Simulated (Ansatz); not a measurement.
Molecular dynamics of ClH₄NOSi

Input:

```yaml
crystal:
  periodic: [false, false, false]
  atoms:
    - { symbol: Si, position_ang: [-0.4657, -0.289, 0.5905] }
    - { symbol: O, position_ang: [1.3145, -0.4007, -0.4525] }
    - { symbol: "N", position_ang: [-0.8307, 0.4833, -0.8263] }
    - { symbol: H, position_ang: [0.4313, 0.1791, -1.1748] }
    - { symbol: H, position_ang: [-0.648, -1.6559, 1.0315] }
    - { symbol: Cl, position_ang: [-0.0872, 0.8134, 2.2433] }
    - { symbol: H, position_ang: [1.9984, 0.1929, -0.1441] }
    - { symbol: H, position_ang: [-1.7126, 0.6768, -1.2677] }
magnetization:
  spin_polarized: true
basis:
  gaussian: { orbitals: "6-31G" }
hamiltonian:
  xc: pbe
md:
  timestep: 0.5
  n_steps: 150
  ensemble: nve
  temperature: 600.0
  initial_velocities: maxwell_boltzmann
  seed: 550677
```

Run as:

```bash
$ ansatz run input.yaml --threads 1 --pin off --max-ram 2048MiB --backend cpu --events-out ev --progress --plain --runs-dir out
```

It starts from a rough guess of a transition structure, not a stationary point.

Output, in part (one step line in 2, the closing report, with atoms numbered from 0):

```
md step     0: t =     0.00 fs  T =   600.0 K  F+E_penalty+E_count = -23985.94188219 eV  E_kin = 0.465336 eV  conserved = -23985.47654619 eV  (27 SCF iters)
md step     2: t =     1.00 fs  T =   757.7 K  F+E_penalty+E_count = -23986.06392411 eV  E_kin = 0.587615 eV  conserved = -23985.47630896 eV  (28 SCF iters)
md step     4: t =     2.00 fs  T =  1016.9 K  F+E_penalty+E_count = -23986.26563204 eV  E_kin = 0.788645 eV  conserved = -23985.47698673 eV  (28 SCF iters)
md step     6: t =     3.00 fs  T =  1336.7 K  F+E_penalty+E_count = -23986.51439682 eV  E_kin = 1.036689 eV  conserved = -23985.47770804 eV  (28 SCF iters)
md step     8: t =     4.00 fs  T =  1664.5 K  F+E_penalty+E_count = -23986.77053588 eV  E_kin = 1.290887 eV  conserved = -23985.47964895 eV  (29 SCF iters)
md step    10: t =     5.00 fs  T =  1881.5 K  F+E_penalty+E_count = -23986.94154737 eV  E_kin = 1.459199 eV  conserved = -23985.48234885 eV  (29 SCF iters)
md step    12: t =     6.00 fs  T =  1903.9 K  F+E_penalty+E_count = -23986.95430119 eV  E_kin = 1.476591 eV  conserved = -23985.47771001 eV  (28 SCF iters)
md step    14: t =     7.00 fs  T =  2060.4 K  F+E_penalty+E_count = -23987.07381311 eV  E_kin = 1.597933 eV  conserved = -23985.47588002 eV  (28 SCF iters)
md step    16: t =     8.00 fs  T =  2420.6 K  F+E_penalty+E_count = -23987.36115677 eV  E_kin = 1.877321 eV  conserved = -23985.48383544 eV  (28 SCF iters)
md step    18: t =     9.00 fs  T =  2523.2 K  F+E_penalty+E_count = -23987.43839556 eV  E_kin = 1.956872 eV  conserved = -23985.48152356 eV  (29 SCF iters)
md step    20: t =    10.00 fs  T =  2439.0 K  F+E_penalty+E_count = -23987.36874525 eV  E_kin = 1.891578 eV  conserved = -23985.47716730 eV  (29 SCF iters)
md step    22: t =    11.00 fs  T =  2460.8 K  F+E_penalty+E_count = -23987.38515068 eV  E_kin = 1.908528 eV  conserved = -23985.47662284 eV  (29 SCF iters)
md step    24: t =    12.00 fs  T =  2657.6 K  F+E_penalty+E_count = -23987.53869670 eV  E_kin = 2.061125 eV  conserved = -23985.47757123 eV  (29 SCF iters)
md step    26: t =    13.00 fs  T =  2965.7 K  F+E_penalty+E_count = -23987.77914910 eV  E_kin = 2.300078 eV  conserved = -23985.47907060 eV  (28 SCF iters)
md step    28: t =    14.00 fs  T =  3256.3 K  F+E_penalty+E_count = -23988.00831946 eV  E_kin = 2.525487 eV  conserved = -23985.48283217 eV  (29 SCF iters)
md step    30: t =    15.00 fs  T =  3276.3 K  F+E_penalty+E_count = -23988.02633472 eV  E_kin = 2.540964 eV  conserved = -23985.48537058 eV  (29 SCF iters)
md step    32: t =    16.00 fs  T =  2993.2 K  F+E_penalty+E_count = -23987.79733221 eV  E_kin = 2.321432 eV  conserved = -23985.47590025 eV  (29 SCF iters)
md step    34: t =    17.00 fs  T =  3000.5 K  F+E_penalty+E_count = -23987.80549226 eV  E_kin = 2.327040 eV  conserved = -23985.47845177 eV  (28 SCF iters)
md step    36: t =    18.00 fs  T =  3143.4 K  F+E_penalty+E_count = -23987.92500867 eV  E_kin = 2.437925 eV  conserved = -23985.48708391 eV  (27 SCF iters)
md step    38: t =    19.00 fs  T =  2839.2 K  F+E_penalty+E_count = -23987.68345404 eV  E_kin = 2.201984 eV  conserved = -23985.48146966 eV  (28 SCF iters)
md step    40: t =    20.00 fs  T =  2347.4 K  F+E_penalty+E_count = -23987.29700858 eV  E_kin = 1.820573 eV  conserved = -23985.47643525 eV  (29 SCF iters)
md step    42: t =    21.00 fs  T =  2033.1 K  F+E_penalty+E_count = -23987.05273145 eV  E_kin = 1.576766 eV  conserved = -23985.47596594 eV  (29 SCF iters)
md step    44: t =    22.00 fs  T =  1968.2 K  F+E_penalty+E_count = -23987.00306690 eV  E_kin = 1.526471 eV  conserved = -23985.47659578 eV  (28 SCF iters)
md step    46: t =    23.00 fs  T =  2103.3 K  F+E_penalty+E_count = -23987.10940263 eV  E_kin = 1.631197 eV  conserved = -23985.47820604 eV  (28 SCF iters)
md step    48: t =    24.00 fs  T =  2302.7 K  F+E_penalty+E_count = -23987.26755671 eV  E_kin = 1.785904 eV  conserved = -23985.48165259 eV  (28 SCF iters)
md step    50: t =    25.00 fs  T =  2361.8 K  F+E_penalty+E_count = -23987.31228695 eV  E_kin = 1.831708 eV  conserved = -23985.48057854 eV  (28 SCF iters)
md step    52: t =    26.00 fs  T =  2405.0 K  F+E_penalty+E_count = -23987.34087676 eV  E_kin = 1.865206 eV  conserved = -23985.47567091 eV  (28 SCF iters)
md step    54: t =    27.00 fs  T =  2668.3 K  F+E_penalty+E_count = -23987.55222897 eV  E_kin = 2.069419 eV  conserved = -23985.48281036 eV  (27 SCF iters)
md step    56: t =    28.00 fs  T =  2760.4 K  F+E_penalty+E_count = -23987.62402927 eV  E_kin = 2.140842 eV  conserved = -23985.48318724 eV  (28 SCF iters)
md step    58: t =    29.00 fs  T =  2583.7 K  F+E_penalty+E_count = -23987.48269367 eV  E_kin = 2.003800 eV  conserved = -23985.47889377 eV  (29 SCF iters)
md step    60: t =    30.00 fs  T =  2390.6 K  F+E_penalty+E_count = -23987.33222151 eV  E_kin = 1.854055 eV  conserved = -23985.47816612 eV  (29 SCF iters)
md step    62: t =    31.00 fs  T =  2261.8 K  F+E_penalty+E_count = -23987.23211977 eV  E_kin = 1.754197 eV  conserved = -23985.47792271 eV  (29 SCF iters)
md step    64: t =    32.00 fs  T =  2217.2 K  F+E_penalty+E_count = -23987.19701845 eV  E_kin = 1.719579 eV  conserved = -23985.47743925 eV  (30 SCF iters)
md step    66: t =    33.00 fs  T =  2274.6 K  F+E_penalty+E_count = -23987.24310406 eV  E_kin = 1.764094 eV  conserved = -23985.47901051 eV  (30 SCF iters)
md step    68: t =    34.00 fs  T =  2308.2 K  F+E_penalty+E_count = -23987.27337208 eV  E_kin = 1.790163 eV  conserved = -23985.48320900 eV  (29 SCF iters)
md step    70: t =    35.00 fs  T =  2082.3 K  F+E_penalty+E_count = -23987.09671925 eV  E_kin = 1.614977 eV  conserved = -23985.48174203 eV  (30 SCF iters)
md step    72: t =    36.00 fs  T =  1803.9 K  F+E_penalty+E_count = -23986.87293945 eV  E_kin = 1.399013 eV  conserved = -23985.47392691 eV  (30 SCF iters)
md step    74: t =    37.00 fs  T =  1898.4 K  F+E_penalty+E_count = -23986.95413773 eV  E_kin = 1.472336 eV  conserved = -23985.48180130 eV  (29 SCF iters)
md step    76: t =    38.00 fs  T =  1933.2 K  F+E_penalty+E_count = -23986.98265702 eV  E_kin = 1.499297 eV  conserved = -23985.48336044 eV  (28 SCF iters)
md step    78: t =    39.00 fs  T =  1700.2 K  F+E_penalty+E_count = -23986.79749126 eV  E_kin = 1.318627 eV  conserved = -23985.47886384 eV  (29 SCF iters)
md step    80: t =    40.00 fs  T =  1460.2 K  F+E_penalty+E_count = -23986.60954874 eV  E_kin = 1.132477 eV  conserved = -23985.47707134 eV  (30 SCF iters)
md step    82: t =    41.00 fs  T =  1369.5 K  F+E_penalty+E_count = -23986.53903800 eV  E_kin = 1.062121 eV  conserved = -23985.47691650 eV  (30 SCF iters)
md step    84: t =    42.00 fs  T =  1451.8 K  F+E_penalty+E_count = -23986.60369090 eV  E_kin = 1.125966 eV  conserved = -23985.47772510 eV  (29 SCF iters)
md step    86: t =    43.00 fs  T =  1633.8 K  F+E_penalty+E_count = -23986.74816309 eV  E_kin = 1.267114 eV  conserved = -23985.48104889 eV  (29 SCF iters)
md step    88: t =    44.00 fs  T =  1689.3 K  F+E_penalty+E_count = -23986.79384394 eV  E_kin = 1.310174 eV  conserved = -23985.48366982 eV  (30 SCF iters)
md step    90: t =    45.00 fs  T =  1546.0 K  F+E_penalty+E_count = -23986.67556106 eV  E_kin = 1.198981 eV  conserved = -23985.47658044 eV  (29 SCF iters)
md step    92: t =    46.00 fs  T =  1634.5 K  F+E_penalty+E_count = -23986.74671272 eV  E_kin = 1.267671 eV  conserved = -23985.47904215 eV  (28 SCF iters)
md step    94: t =    47.00 fs  T =  1801.0 K  F+E_penalty+E_count = -23986.88228240 eV  E_kin = 1.396750 eV  conserved = -23985.48553230 eV  (29 SCF iters)
md step    96: t =    48.00 fs  T =  1605.7 K  F+E_penalty+E_count = -23986.72559222 eV  E_kin = 1.245289 eV  conserved = -23985.48030348 eV  (29 SCF iters)
md step    98: t =    49.00 fs  T =  1285.6 K  F+E_penalty+E_count = -23986.47452665 eV  E_kin = 0.997095 eV  conserved = -23985.47743164 eV  (29 SCF iters)
md step   100: t =    50.00 fs  T =  1061.9 K  F+E_penalty+E_count = -23986.30097244 eV  E_kin = 0.823592 eV  conserved = -23985.47738067 eV  (30 SCF iters)
md step   102: t =    51.00 fs  T =   966.5 K  F+E_penalty+E_count = -23986.22640833 eV  E_kin = 0.749582 eV  conserved = -23985.47682672 eV  (30 SCF iters)
md step   104: t =    52.00 fs  T =  1027.6 K  F+E_penalty+E_count = -23986.27445041 eV  E_kin = 0.796994 eV  conserved = -23985.47745617 eV  (29 SCF iters)
md step   106: t =    53.00 fs  T =  1187.0 K  F+E_penalty+E_count = -23986.40117335 eV  E_kin = 0.920601 eV  conserved = -23985.48057210 eV  (30 SCF iters)
md step   108: t =    54.00 fs  T =  1258.0 K  F+E_penalty+E_count = -23986.45658210 eV  E_kin = 0.975658 eV  conserved = -23985.48092426 eV  (30 SCF iters)
md step   110: t =    55.00 fs  T =  1303.6 K  F+E_penalty+E_count = -23986.48586857 eV  E_kin = 1.011013 eV  conserved = -23985.47485562 eV  (30 SCF iters)
md step   112: t =    56.00 fs  T =  1652.1 K  F+E_penalty+E_count = -23986.76213777 eV  E_kin = 1.281266 eV  conserved = -23985.48087148 eV  (29 SCF iters)
md step   114: t =    57.00 fs  T =  1953.2 K  F+E_penalty+E_count = -23986.99943495 eV  E_kin = 1.514840 eV  conserved = -23985.48459507 eV  (29 SCF iters)
md step   116: t =    58.00 fs  T =  1913.2 K  F+E_penalty+E_count = -23986.96349064 eV  E_kin = 1.483800 eV  conserved = -23985.47969046 eV  (29 SCF iters)
md step   118: t =    59.00 fs  T =  1791.2 K  F+E_penalty+E_count = -23986.86732817 eV  E_kin = 1.389212 eV  conserved = -23985.47811592 eV  (29 SCF iters)
md step   120: t =    60.00 fs  T =  1733.0 K  F+E_penalty+E_count = -23986.82235998 eV  E_kin = 1.344080 eV  conserved = -23985.47827949 eV  (28 SCF iters)
md step   122: t =    61.00 fs  T =  1749.3 K  F+E_penalty+E_count = -23986.83460280 eV  E_kin = 1.356710 eV  conserved = -23985.47789234 eV  (28 SCF iters)
md step   124: t =    62.00 fs  T =  1854.8 K  F+E_penalty+E_count = -23986.91775016 eV  E_kin = 1.438519 eV  conserved = -23985.47923072 eV  (30 SCF iters)
md step   126: t =    63.00 fs  T =  1956.9 K  F+E_penalty+E_count = -23986.99935374 eV  E_kin = 1.517685 eV  conserved = -23985.48166854 eV  (30 SCF iters)
md step   128: t =    64.00 fs  T =  1957.3 K  F+E_penalty+E_count = -23986.99611413 eV  E_kin = 1.518034 eV  conserved = -23985.47807976 eV  (30 SCF iters)
md step   130: t =    65.00 fs  T =  2105.8 K  F+E_penalty+E_count = -23987.11072685 eV  E_kin = 1.633172 eV  conserved = -23985.47755457 eV  (28 SCF iters)
md step   132: t =    66.00 fs  T =  2387.6 K  F+E_penalty+E_count = -23987.33658853 eV  E_kin = 1.851761 eV  conserved = -23985.48482754 eV  (29 SCF iters)
md step   134: t =    67.00 fs  T =  2383.6 K  F+E_penalty+E_count = -23987.32888908 eV  E_kin = 1.848617 eV  conserved = -23985.48027192 eV  (28 SCF iters)
md step   136: t =    68.00 fs  T =  2279.3 K  F+E_penalty+E_count = -23987.24591841 eV  E_kin = 1.767732 eV  conserved = -23985.47818648 eV  (29 SCF iters)
md step   138: t =    69.00 fs  T =  2221.3 K  F+E_penalty+E_count = -23987.20311166 eV  E_kin = 1.722759 eV  conserved = -23985.48035217 eV  (29 SCF iters)
md step   140: t =    70.00 fs  T =  2102.9 K  F+E_penalty+E_count = -23987.10979247 eV  E_kin = 1.630889 eV  conserved = -23985.47890310 eV  (28 SCF iters)
md step   142: t =    71.00 fs  T =  2004.7 K  F+E_penalty+E_count = -23987.03195668 eV  E_kin = 1.554728 eV  conserved = -23985.47722857 eV  (28 SCF iters)
md step   144: t =    72.00 fs  T =  2035.8 K  F+E_penalty+E_count = -23987.05752653 eV  E_kin = 1.578848 eV  conserved = -23985.47867899 eV  (29 SCF iters)
md step   146: t =    73.00 fs  T =  2099.3 K  F+E_penalty+E_count = -23987.10976348 eV  E_kin = 1.628159 eV  conserved = -23985.48160413 eV  (29 SCF iters)
md step   148: t =    74.00 fs  T =  2048.8 K  F+E_penalty+E_count = -23987.06773567 eV  E_kin = 1.588964 eV  conserved = -23985.47877161 eV  (29 SCF iters)
md step   150: t =    75.00 fs  T =  2083.7 K  F+E_penalty+E_count = -23987.09338060 eV  E_kin = 1.616019 eV  conserved = -23985.47736175 eV  (26 SCF iters)
Total energy: -23987.09341240 eV, -881.5094238699 hartree
Atom 0 at    -0.138931    -0.137817     0.373936 Å, force    -1.354802    -2.344528    -1.537267 eV/Å
Atom 1 at     1.377422    -0.689611     0.046239 Å, force    -0.672216     0.696992     0.156569 eV/Å
Atom 2 at    -1.343094     0.533894    -0.690271 Å, force     0.931715    -3.763599    -0.909672 eV/Å
Atom 3 at    -1.574431     1.363187    -1.050530 Å, force    -0.696565     5.381033    -0.837430 eV/Å
Atom 4 at    -0.929633    -1.356767     0.567787 Å, force    -0.009900    -0.943658     0.318942 eV/Å
Atom 5 at    -0.117046     0.816374     2.155715 Å, force     0.189882     1.889857     2.502801 eV/Å
Atom 6 at     2.208333    -0.977803    -0.255633 Å, force     1.538746    -0.292496    -0.648435 eV/Å
Atom 7 at    -1.568559    -0.070030    -1.508781 Å, force     0.073141    -0.623602     0.954493 eV/Å
Dipole moment:     0.202801    -0.029536    -0.821036 e Å
```

The run went to its last step. The conserved energy stayed within 1.3 meV per atom of its start (net change -0.1 meV per atom), so the integration is sound. The system heated up, since it started high on the potential surface and ran downhill. A run of 0.075 ps of so small a system gives no equilibrium averages. The orbitals stay closed-shell, which can raise the energy where a bond breaks towards radicals; this wasn't checked here. Limits of this set-up: no polarisation functions.

The step under study would form O2–H4 and break Si1–O2, N3–H4. These pairs go: O2–H4 1.28 → 3.76 Å, Si1–O2 2.07 → 1.65 Å, N3–H4 1.34 → 0.93 Å. In the last frame they stand as before the step (other bonds may differ from the relaxed reactants and products). It ends as one piece, ClH4NOSi. Pairs count as bonded within 1.25 times the sum of covalent radii (0.12 Å more for H–H).

Last frame:

```xyz
8
Properties=species:S:1:pos:R:3
Si -0.139 -0.138 0.374
O 1.377 -0.690 0.046
N -1.343 0.534 -0.690
H -1.574 1.363 -1.050
H -0.930 -1.357 0.568
Cl -0.117 0.816 2.156
H 2.208 -0.978 -0.256
H -1.569 -0.070 -1.509
```

The run took 11 min on 1 thread of Intel(R) Xeon(R) Platinum 8259CL CPU @ 2.50GHz (Skylake/Cascade Lake), on a shared host, peak memory 0.13 GiB.
